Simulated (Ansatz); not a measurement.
```xyz
13

O     1.487   -1.263   -1.345
C     0.161   -1.079   -0.887
C    -0.115    0.332   -0.456
C     0.482    0.789    0.896
Si   -1.364    0.757    0.843
H     2.078   -0.900   -0.679
H    -0.484   -1.356   -1.723
H    -0.059   -1.773   -0.060
H     0.007    1.058   -1.258
H     1.018    1.732    0.908
H     0.976    0.016    1.480
H    -2.119    2.022    0.735
H    -2.069   -0.335    1.547
```

Total charge 0; spin multiplicity 1.

(1) List the r2SCAN/def2-TZVPP orbital energies in eV (the Gaussian-basis code of Ansatz). (An estimate is asked.)

## Answers

(1) Computed: Occupied: -1790.91, -515.58, -274.32, -273.24, -273.17, -141.43, -96.28, -96.27, -96.27, -26.78, -20.84, -17.79, -14.96, -13.33, -13.12, -11.49, -11.19, -10.69, -9.48, -8.96, -8.39, -7.51, -6.66, -6.06. Lowest empty: -0.41, 0.61, 0.75, 1.04, 1.81, 2.24, 2.56, 2.80.
